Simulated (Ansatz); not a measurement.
CH$_{5}$OSb (`[CH3][SbH][OH]`) at its PBE0-D4/def2-TZVP geometry, where that method's forces vanish. Charge 0, multiplicity 1. Sb: def2 effective core potential.

```xyz
8

C    -0.8467   -0.3631   -0.7558
Sb    0.0012   -0.1225    1.1966
O     1.8024    0.2696    0.4814
H    -1.9216   -0.1785   -0.7216
H    -0.6643   -1.3762   -1.1128
H    -0.3708    0.3549   -1.4232
H    -0.4776    1.5265    1.2876
H     2.4774   -0.1107    1.0479
```

(1) What forces (eV/Å) does PBE-D4/def2-TZVPP give on these atoms in Ansatz 0.2.0? (An estimate is asked.)

Results:

(1) Computed: 
```
C1  -0.042  0.003 -0.103
Sb2 -0.316 -0.361  0.540
O3   0.212  0.330 -0.534
H4  -0.203  0.039  0.002
H5   0.036 -0.192 -0.062
H6   0.084  0.137 -0.136
H7  -0.081  0.247 -0.007
H8   0.310 -0.204  0.301
```
